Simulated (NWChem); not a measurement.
System: C$_{2}$H$_{3}$Br; SMILES BrC=C

Input file for NWChem:

```
start job
memory heap 200 mb stack 900 mb global 1100 mb
geometry units angstroms noautosym nocenter noautoz
  C     -0.336569     2.099832     0.000000
  C      0.517756     1.084871     0.000000
  Br    -0.028055    -0.747324     0.000000
  H     -1.412880     1.963338     0.000000
  H      0.044207     3.118129     0.000000
  H      1.596196     1.190304     0.000000
end
basis spherical
  * library def2-svpd
end
dft
  xc xpbe96 cpbe96
  iterations 150
end
property
  response 1 0.0
end
task dft property
```

Excerpt of the output:

```
             Northwest Computational Chemistry Package (NWChem) 7.3.0
             --------------------------------------------------------

                             Geometry "geometry" -> ""
                             -------------------------

 Output coordinates in angstroms (scale by  1.889725989 to convert to a.u.)

  No.       Tag          Charge          X              Y              Z
 ---- ---------------- ---------- -------------- -------------- --------------
    1 C                    6.0000    -0.33656900     2.09983200     0.00000000
    2 C                    6.0000     0.51775600     1.08487100     0.00000000
    3 Br                  35.0000    -0.02805500    -0.74732400     0.00000000
    4 H                    1.0000    -1.41288000     1.96333800     0.00000000
    5 H                    1.0000     0.04420700     3.11812900     0.00000000
    6 H                    1.0000     1.59619600     1.19030400     0.00000000

 Effective nuclear repulsion energy (a.u.)     143.4423506627

  pbe96 is a nonlocal functional; adding pw91lda local functional.
                              NWChem Property Module
                              ----------------------

                                 NWChem DFT Module
                                 -----------------

 Summary of "ao basis" -> "ao basis" (spherical)
 ------------------------------------------------------------------------------
       Tag                 Description            Shells   Functions and Types
 ---------------- ------------------------------  ------  ---------------------
 C                         def2-svpd                 8       20   4s2p2d
 Br                        def2-svpd                15       41   6s5p4d
 H                         def2-svpd                 4        8   2s2p

            General Information
            -------------------
          SCF calculation type: DFT
          Wavefunction type:  closed shell.
          No. of atoms     :     6
          No. of electrons :    50
           Alpha electrons :    25
            Beta electrons :    25
          Charge           :     0
          Spin multiplicity:     1
          Use of symmetry is: off; symmetry adaption is: off
          Maximum number of iterations: 150
          AO basis - number of functions:   105
                     number of shells:    43
          Convergence on energy requested:  1.00D-06
          Convergence on density requested:  1.00D-05
          Convergence on gradient requested:  5.00D-04

              XC Information
              --------------
          PerdewBurkeErnzerhof Exchange Functional  1.000
            Perdew 1991 LDA Correlation Functional  1.000 local
           PerdewBurkeErnz. Correlation Functional  1.000 non-local

             Grid Information
             ----------------
          Grid used for XC integration:  medium
          Radial quadrature: Mura-Knowles
          Angular quadrature: Lebedev.
          Tag              B.-S. Rad. Rad. Pts. Rad. Cut. Ang. Pts.
          ---              ---------- --------- --------- ---------
          C                   0.70       49          12.0       434
          Br                  1.15      112          11.0       590
          H                   0.35       45          13.0       434
          Grid pruning is: on
          Number of quadrature shells:   345
          Spatial weights used:  Erf1

      Superposition of Atomic Density Guess
      -------------------------------------

 Sum of atomic energies:       -2648.83623847

      Non-variational initial energy
      ------------------------------

 Total energy =   -2650.138445
 1-e energy   =   -3968.933376
 2-e energy   =    1175.352580
 HOMO         =      -0.302618
 LUMO         =       0.010115

   convergence    iter        energy       DeltaE   RMS-Dens  Diis-err
 ---------------- ----- ----------------- --------- --------- ---------
 d= 0,ls=0.0,diis     1  -2651.2433705938 -2.79D+03  1.54D-02  4.80D-01
 d= 0,ls=0.0,diis     2  -2651.1762947495  6.71D-02  1.03D-02  8.87D-01
 d= 0,ls=0.0,diis     3  -2651.2622097142 -8.59D-02  3.73D-03  1.81D-01
 d= 0,ls=0.0,diis     4  -2651.2846337727 -2.24D-02  1.49D-03  2.03D-02
 d= 0,ls=0.0,diis     5  -2651.2872377303 -2.60D-03  5.25D-04  2.19D-03
  Resetting Diis
 d= 0,ls=0.0,diis     6  -2651.2875879537 -3.50D-04  5.31D-05  9.96D-06
 d= 0,ls=0.0,diis     7  -2651.2875890074 -1.05D-06  2.34D-05  8.59D-07
 d= 0,ls=0.0,diis     8  -2651.2875890013  6.11D-09  1.25D-05  9.45D-07
 d= 0,ls=0.0,diis     9  -2651.2875891322 -1.31D-07  2.39D-06  6.61D-08

         Total DFT energy =    -2651.287589132241
      One electron energy =    -3970.658034624312
           Coulomb energy =     1278.631005467229
    Exchange-Corr. energy =     -102.702910637895
 Nuclear repulsion energy =      143.442350662738

 Numeric. integr. density =       49.999997660165

                       DFT Final Molecular Orbital Analysis
                       ------------------------------------

 Vector   23  Occ=2.000000D+00  E=-3.110468D-01
              MO Center=  1.3D-01,  4.8D-01, -3.2D-08, r^2= 2.4D+00
   Bfn.  Coefficient  Atom+Function         Bfn.  Coefficient  Atom+Function
  ----- ------------  ---------------      ----- ------------  ---------------
    27      0.356275  2 C  pz                55      0.353261  3 Br pz
    58      0.340367  3 Br pz                 7      0.247628  1 C  pz
    52     -0.232849  3 Br pz                30      0.212429  2 C  pz
    10      0.104604  1 C  pz                49      0.075771  3 Br pz
    61      0.036374  3 Br pz                73      0.035510  3 Br d -1

 Vector   24  Occ=2.000000D+00  E=-2.583650D-01
              MO Center=  9.4D-03, -6.3D-01, -2.3D-08, r^2= 1.8D+00
   Bfn.  Coefficient  Atom+Function         Bfn.  Coefficient  Atom+Function
  ----- ------------  ---------------      ----- ------------  ---------------
    56      0.553025  3 Br px                53      0.519986  3 Br px
     3      0.408641  1 C  s                 50     -0.340620  3 Br px
    23     -0.236288  2 C  s                 57     -0.170783  3 Br py
    54     -0.145422  3 Br py                 9     -0.121287  1 C  py
    98     -0.117861  6 H  s                 28      0.116388  2 C  px

 Vector   25  Occ=2.000000D+00  E=-2.341315D-01
              MO Center= -3.9D-02,  4.4D-01, -4.7D-08, r^2= 3.2D+00
   Bfn.  Coefficient  Atom+Function         Bfn.  Coefficient  Atom+Function
  ----- ------------  ---------------      ----- ------------  ---------------
    58      0.440006  3 Br pz                55      0.414682  3 Br pz
     7     -0.349811  1 C  pz                52     -0.269167  3 Br pz
    27     -0.258283  2 C  pz                10     -0.188604  1 C  pz
    30     -0.143787  2 C  pz                49      0.087380  3 Br pz
    61      0.038300  3 Br pz                37     -0.027183  2 C  d -1

 Vector   26  Occ=0.000000D+00  E=-5.419780D-02
              MO Center=  2.7D-02,  1.5D+00,  3.2D-08, r^2= 2.7D+00
   Bfn.  Coefficient  Atom+Function         Bfn.  Coefficient  Atom+Function
  ----- ------------  ---------------      ----- ------------  ---------------
    27     -0.459761  2 C  pz                 7      0.431298  1 C  pz
    30     -0.383447  2 C  pz                10      0.340110  1 C  pz
    58      0.175699  3 Br pz                55      0.115544  3 Br pz
    97      0.092690  5 H  pz                89      0.083253  4 H  pz
   105     -0.079102  6 H  pz                61      0.078045  3 Br pz

 Vector   27  Occ=0.000000D+00  E=-4.056571D-02
              MO Center=  3.6D-02, -2.9D-01, -2.1D-08, r^2= 4.2D+00
   Bfn.  Coefficient  Atom+Function         Bfn.  Coefficient  Atom+Function
  ----- ------------  ---------------      ----- ------------  ---------------
    57      0.540828  3 Br py                23     -0.475160  2 C  s
    29      0.424574  2 C  py                26      0.396624  2 C  py
    60      0.378674  3 Br py                45      0.331757  3 Br s
    22     -0.323297  2 C  s                 83      0.308317  4 H  s
    54      0.298059  3 Br py                44      0.286097  3 Br s

 Vector   28  Occ=0.000000D+00  E= 1.057379D-02
              MO Center=  6.8D-01,  1.1D+00,  2.9D-07, r^2= 9.3D+00
   Bfn.  Coefficient  Atom+Function         Bfn.  Coefficient  Atom+Function
  ----- ------------  ---------------      ----- ------------  ---------------
    83      2.995173  4 H  s                 99      2.389204  6 H  s
     4     -2.314434  1 C  s                 23     -1.208930  2 C  s
    24     -0.845762  2 C  s                 40     -0.839411  2 C  d  2
    20     -0.833683  1 C  d  2               3     -0.743248  1 C  s
   103     -0.726241  6 H  px                46     -0.713238  3 Br s

     Multipole analysis of the density
     ---------------------------------

     L   x y z        total         alpha         beta         nuclear
     -   - - -        -----         -----         ----         -------
     0   0 0 0     -0.000000    -25.000000    -25.000000     50.000000

     1   1 0 0      0.106195     -0.261277     -0.261277      0.628750
     1   0 1 0      0.553475      1.010283      1.010283     -1.467091
     1   0 0 1      0.000000      0.000000      0.000000      0.000000

     2   2 0 0    -21.894015    -23.198746    -23.198746     24.503477
     2   1 1 0      0.473807      1.794928      1.794928     -3.116049
     2   1 0 1      0.000000      0.000000      0.000000      0.000000
     2   0 2 0    -20.421105   -131.731989   -131.731989    243.042873
     2   0 1 1     -0.000000     -0.000000     -0.000000      0.000000
     2   0 0 2    -24.655762    -12.327881    -12.327881      0.000000

 *** CALLING NEW AORESP DRIVER FOR CLOSED AND OPEN SHELLS ***
 Entering AOResponse driver routine

--------------------------------------------------------------------------------

          -----------------------------------------------
          Solving response equations for perturbing field
          -----------------------------------------------

 number of frequencies:     1
 frequency in a.u.:  0.0000000E+00
 Perturbing field: electric
 Using El. Dipole Length Gauge

 Setting up CPKS with frequency omega =      0.00000000 a.u.

 STATIC response

                                NWChem CPHF Module
                                ------------------

  scftype          =     RHF
  nclosed          =       25
  nopen            =        0
  variables        =     2000
  # of vectors     =        3
  tolerance        = 0.10D-03
  level shift      = 0.00D+00
  max iterations   =       50
  max subspace     =       30

 SCF residual:    1.0180904449931108E-004

Iterative solution of linear equations
  No. of variables     2000
  No. of equations        3
  Maximum subspace       30
        Iterations       50
       Convergence  1.0D-04

   iter   nsub   residual    time
   ----  ------  --------  ---------
     1      3    9.18D+00      13.5
     2      6    3.71D+00      16.2
     3      9    4.67D-01      18.9
     4     12    5.60D-02      21.6
     5     15    3.16D-02      24.3
     6     18    6.54D-03      27.1
     7     21    1.03D-03      29.8
     8     24    8.81D-05      32.5

 Electric Dipole Response Matrix (nonzero elements):

              1        2        3
    1   44.0219  -2.8770  -0.0000
    2   -2.8770  67.9502   0.0000
    3   -0.0000   0.0000  36.3130

 ------------------------------------------
 average:        49.42837 + I       0.00000

 DFT Linear Response polarizability / au
 Frequency  =       0.0000000 / au
              X              Y              Z
 -----------------------------------------------
 X      44.0218858     -2.8770176     -0.0000001
 Y      -2.8770209     67.9501777      0.0000002
 Z      -0.0000001      0.0000002     36.3130497
 -----------------------------------------------
 Eigenvalues =      43.6808289     68.2912347     36.3130497
 Isotropic   =      49.4283711
 Anisotropic =      29.0048320
 -----------------------------------------------

 Magnetic Dipole Response Matrix (nonzero elements):

 Exiting AOResponse driver routine
```

Level: PBE/def2-SVPD. Structure relaxed at the B3LYP/6-31G* (spherical d) level.
